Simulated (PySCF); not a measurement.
C4H12Si.
Atom-mapped SMILES: `[CH3:1][Si:2]([CH3:3])([CH3:4])[CH3:5]` (hydrogens: H6, H7, H8 on C1; H9, H10, H11 on C3; H12, H13, H14 on C4; H15, H16, H17 on C5)

Level of theory: PBE0-D3(BJ)/def2-SVP geometry optimisation, gas phase (PySCF 2.14.0).

(1) Give the optimised bond lengths and angles.

Results:

(1) 
```json
{"bond": "C1–Si2 and 3 like bonds", "length (Å)": "1.884"}
{"bond": "C1–H6 and 11 like bonds", "length (Å)": "1.102"}
```

Bonds in one row agree within 0.01 Å and their mean is given. A selection of angles:
```json
{"angle": "Si2–C1–H6", "degrees": "111.4"}
{"angle": "H6–C1–H7", "degrees": "107.9"}
{"angle": "C1–Si2–C3", "degrees": "109.4"}
```

Si2 (four-coordinate silicon) is tetrahedral (angles from 109.4° to 109.6°). All 4 C–Si bonds measure 1.884 to 1.885 Å.

Point group: Td (tolerance 0.08 Å). Whether it is a minimum is left open (no frequencies).
